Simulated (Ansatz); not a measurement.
The cluster Ge2Te3: single points at one geometry.

```yaml
crystal:
  periodic: [false, false, false]
  atoms:
    - {symbol: Ge, position_ang: [1.737801, -0.119698, -0.035566]}
    - {symbol: Ge, position_ang: [-1.745454, 0.336366, 0.980176]}
    - {symbol: Te, position_ang: [-0.473769, -1.861926, -0.264494]}
    - {symbol: Te, position_ang: [0.139722, -0.033353, -2.260489]}
    - {symbol: Te, position_ang: [0.341701, 1.678611, 1.580363]}
basis:
  gaussian: {orbitals: def2-SVP, initial_orbitals: start.molden}
correlation: {method: ccsd_t}
scf: {omitted_lower_state_checks: [starts]}
output: {orbitals: {seedname: orbitals}}
```

The file start.molden holds the orbitals of an earlier run on this structure, at another level or in another basis.

```sh
$ ansatz run in.yaml --threads 4 --pin off --events-out ev --progress --plain --max-ram 4787MiB
```

It prints (some lines left out):

```
Functional definition: HF
1631 factors; integrals over basis functions are off by at most 2.4e-4 eV
mean field evaluation 1: about -134730.4135 eV, gradient 3.9e1 eV
mean field evaluation 2: about -134731.5544 eV, gradient 1.7e0 eV
mean field evaluation 4: about -134731.7871 eV, gradient 9.4e-1 eV
mean field evaluation 8: about -134731.7914 eV, gradient 2.2e-4 eV
mean field evaluation 16: about -134725.6109 eV, gradient 4.3e0 eV
mean field evaluation 32: about -134722.3175 eV, gradient 3.0e0 eV
mean field -134731.79138478 eV, -4951.3020089024 hartree, gradient 3.9e-6 eV, S^2 0.000000; 0 other end points of the search recorded, 0 dependent functions left out
30 core orbitals not correlated: weight in the atoms' cores, before any rotation towards them, 1.000 or more for the frozen orbitals, at most 0.000 for the correlated occupied ones
reference -134731.79138478 eV, -4951.3020089024 hartree; 38, 38 occupied and 74, 74 virtual orbitals, 1631 factors
second order -21.17252622 eV of doubles, -0.00000000 eV of singles
cycle   1  -20.42193051 eV  change    7.5e-1 eV  update   1.7e-1
cycle   2  -21.20545392 eV  change   -7.8e-1 eV  update   5.6e-2
cycle   3  -21.36497982 eV  change   -1.6e-1 eV  update   3.7e-2
cycle   4  -21.32509072 eV  change    4.0e-2 eV  update   1.5e-2
cycle   5  -21.32925334 eV  change   -4.2e-3 eV  update   9.7e-3
cycle   6  -21.33492374 eV  change   -5.7e-3 eV  update   4.0e-3
cycle   7  -21.33293576 eV  change    2.0e-3 eV  update   2.0e-3
cycle   8  -21.33358275 eV  change   -6.5e-4 eV  update   9.4e-4
cycle   9  -21.33399486 eV  change   -4.1e-4 eV  update   4.5e-4
cycle  10  -21.33372637 eV  change    2.7e-4 eV  update   2.8e-4
cycle  11  -21.33385641 eV  change   -1.3e-4 eV  update   1.3e-4
cycle  12  -21.33387942 eV  change   -2.3e-5 eV  update   7.3e-5
perturbative correction -1.03230668 eV, -0.0379365706 hartree
Total energy: -134754.15757088 eV, -4952.1239510811 hartree
Checks for a lower state left out: starts
```

Run time 60 s (4 threads of Arm Neoverse V1 on a shared host), peak host memory 1.2 GiB.

As the first input, with `hamiltonian: {xc: pbe, dispersion: d4}` and without the key `correlation` (abridged; 2.2 s):

```
Functional definition: PBE
mean field -134888.25030274 eV, -4957.0517680857 hartree, gradient 1.3e-5 eV, S^2 0.000000
Total energy: -134888.71857069 eV, -4957.0689766154 hartree
Checks for a lower state left out: starts
```

As the first input, with `gaussian: {orbitals: def2-TZVP, initial_orbitals: start.molden}`, `hamiltonian: {xc: {name: BHLYP}, dispersion: d4}` and without the key `correlation` (abridged; 15 s):

```
Functional definition: BHLYP
mean field -134914.13520949 eV, -4958.0030208634 hartree, gradient 1.1e-5 eV, S^2 0.000000
Total energy: -134915.06515458 eV, -4958.0371957151 hartree
Checks for a lower state left out: starts
```

As the first input, with `gaussian: {orbitals: def2-TZVP, initial_orbitals: start.molden}`, `hamiltonian: {xc: pbe0, dispersion: d4}` and without the key `correlation` (abridged; 11 s):

```
Functional definition: PBE0
mean field -134907.14238928 eV, -4957.7460394607 hartree, gradient 2.1e-5 eV, S^2 0.000000
Total energy: -134907.54876418 eV, -4957.7609734626 hartree
Checks for a lower state left out: starts
```

Geometry: B3LYP-D4/def2-SVP.

In the def2 sets Te takes a core potential; there is no spin–orbit coupling. Correlated methods freeze 30 core orbitals; core or outer-core shells of Ge, Te are correlated, in sets that lack core-valence functions. Another isomer (singlet) lies 0.42 eV lower at PBE0-D4/def2-TZVP; other spin states weren't run for this one.
